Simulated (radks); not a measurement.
Results of a calculation; reference values are marked as such.
All-electron atom: Ti1.75+ in [Ar] 3d1.25 4p1 (fractional occupations, a model configuration).

Level of theory: scalar-relativistic Kohn-Sham, PBEsol, spin-unpolarised, spherical densities, point nucleus (a radial shooting solver on a logarithmic mesh with Libxc functionals).

Energy parts (hartree):
part                       energy
total                  -851.71635
kinetic                 858.82087
electron-nucleus      -2011.94853
Hartree                 341.81668
exchange-correlation    -40.40536

Orbitals (lengths in bohr, moments of r in powers of bohr):
| orbital | occ. | eigenvalue (hartree) | <r> | <1/r> |
|---|---|---|---|---|
| 1s | 2 | -179.4335 | 0.06965 | 21.78 |
| 2s | 2 | -20.44697 | 0.3253 | 4.542 |
| 2p | 6 | -17.05307 | 0.2901 | 4.447 |
| 3s | 2 | -3.00437 | 0.9987 | 1.408 |
| 3p | 6 | -2.12607 | 1.068 | 1.283 |
| 3d | 1.25 | -0.81553 | 1.337 | 0.9747 |
| 4p | 1 | -0.46521 | 3.381 | 0.3848 |

The highest occupied level is 4p at -12.659 eV. The density falls to 0.001 e/bohr^3 at r = 4.23 bohr.
